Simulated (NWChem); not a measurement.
System: CH4F2OSi; SMILES F[Si](O)(F)C

```xyz
9

C      0.2053    -1.8033     0.0030
Si    -0.0111     0.0189     0.0000
O     -1.6027     0.4036    -0.0047
F      0.7171     0.6954    -1.2744
F      0.7103     0.6996     1.2760
H     -0.2598    -2.2461     0.8960
H      1.2735    -2.0656     0.0011
H     -0.2635    -2.2488    -0.8868
H     -1.8508     1.3328    -0.0053
```
Atoms are numbered in this order, from 1.

All runs: NWChem. Pople sets run with spherical d functions. The geometry was optimised at PBE0/def2-SVP.

Task: Estimate the computed values for PBE/6-31G*. Quantities: highest occupied level (eV); orbital gap (eV); dipole (D).

Result: 
| Item | Value |
|---|---|
| highest occupied level (eV) | -7.70 |
| orbital gap (eV) | 8.17 |
| dipole (D) | 1.01 |
